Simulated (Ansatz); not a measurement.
Born–Oppenheimer molecular dynamics of CH₃BClO (7 atoms, charge 0, multiplicity 2). It starts from a relaxed structure.

Method: Ansatz, UKS r2SCAN/STO-3G.

```json
{"ensemble": "NVE (velocity Verlet)", "time step": "0.5 fs", "steps asked": "131", "starting velocities drawn for": "200 K", "seed": "247118"}
```

First frame:

```xyz
7
Properties=species:S:1:pos:R:3
C -0.065 0.729 -0.103
B 0.220 -0.810 0.129
O 1.442 -1.251 0.483
Cl -1.084 -2.048 -0.065
H -0.450 0.890 -1.122
H -0.837 1.077 0.599
H 0.834 1.345 0.033
```

(1) How far do the bonds stretch over the last three quarters of this one trajectory? (Pairs bonded in most of those frames.)

## Answers

(1) 
```csv
bond,mean (Å),spread (Å),shortest,longest
C1–B2,1.582,0.022,1.55,1.63
C1–H5,1.103,0.011,1.09,1.12
C1–H6,1.099,0.003,1.09,1.10
C1–H7,1.099,0.011,1.08,1.12
B2–O3,1.345,0.016,1.32,1.37
B2–Cl4,1.813,0.023,1.78,1.85
```

Mean temperature of the second half: 101 K. The conserved energy stayed within 0.062 meV per atom of its start (net change 0.041 meV per atom), so the integration is sound. The temperature averaged 0.51 of the 200 K drawn at the start: a run that starts near a minimum puts about half its kinetic energy into the potential. A run of 0.066 ps of so small a system gives no equilibrium averages. Limits of this set-up: minimal basis.

The run took 11 min on 1 thread of Arm Neoverse N1 (shared host), peak memory 0.14 GiB.
